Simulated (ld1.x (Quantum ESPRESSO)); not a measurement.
## An all-electron radial function and its pseudo partner (manganese (Mn))

Columns: radius, all-electron u(r) and pseudo u(r) of the 3d shell (level -6.77 eV) of manganese in the configuration [Ne] 3s2 3p6 3d5 4s2 4p0; PBE, scalar-relativistic, TM scheme, ld1.x (Quantum ESPRESSO) 7.5.

```json
{"r (bohr)": "0.110", "all-electron": "0.0727", "pseudo": "0.0121"}
{"r (bohr)": "0.220", "all-electron": "0.2868", "pseudo": "0.0884"}
{"r (bohr)": "0.330", "all-electron": "0.5182", "pseudo": "0.2569"}
{"r (bohr)": "0.440", "all-electron": "0.6987", "pseudo": "0.4918"}
{"r (bohr)": "0.550", "all-electron": "0.8154", "pseudo": "0.7288"}
{"r (bohr)": "0.660", "all-electron": "0.8744", "pseudo": "0.9025"}
{"r (bohr)": "0.770", "all-electron": "0.8893", "pseudo": "0.9820"}
{"r (bohr)": "0.880", "all-electron": "0.8744", "pseudo": "0.9766"}
{"r (bohr)": "0.990", "all-electron": "0.8411", "pseudo": "0.9192"}
{"r (bohr)": "1.100", "all-electron": "0.7975", "pseudo": "0.8426"}
{"r (bohr)": "1.210", "all-electron": "0.7488", "pseudo": "0.7682"}
{"r (bohr)": "1.320", "all-electron": "0.6986", "pseudo": "0.7041"}
{"r (bohr)": "1.430", "all-electron": "0.6489", "pseudo": "0.6497"}
{"r (bohr)": "1.540", "all-electron": "0.6011", "pseudo": "0.6011"}
{"r (bohr)": "1.650", "all-electron": "0.5557", "pseudo": "0.5557"}
{"r (bohr)": "1.760", "all-electron": "0.5132", "pseudo": "0.5132"}
{"r (bohr)": "1.870", "all-electron": "0.4737", "pseudo": "0.4737"}
{"r (bohr)": "1.980", "all-electron": "0.4371", "pseudo": "0.4371"}
{"r (bohr)": "2.090", "all-electron": "0.4033", "pseudo": "0.4033"}
{"r (bohr)": "2.200", "all-electron": "0.3721", "pseudo": "0.3721"}
{"r (bohr)": "2.310", "all-electron": "0.3434", "pseudo": "0.3434"}
{"r (bohr)": "2.420", "all-electron": "0.3170", "pseudo": "0.3170"}
{"r (bohr)": "2.530", "all-electron": "0.2926", "pseudo": "0.2926"}
{"r (bohr)": "2.640", "all-electron": "0.2702", "pseudo": "0.2702"}
{"r (bohr)": "2.750", "all-electron": "0.2495", "pseudo": "0.2495"}
{"r (bohr)": "2.860", "all-electron": "0.2303", "pseudo": "0.2303"}
```

Task: How many radial nodes do the two functions have?

Result: The all-electron 3d function has n − l − 1 = 0; the pseudo-wave has 0.

Task: At about which radius was the pseudo-wave matched?

Result: 1.60 bohr, where the columns begin to agree (steps of 0.11 bohr).

Task: Is the pseudo-wave norm-conserving?

Result: Yes: the TM scheme keeps the norm inside the radius equal to the all-electron one, which fixes the energy derivative of the logarithmic derivative at the level.
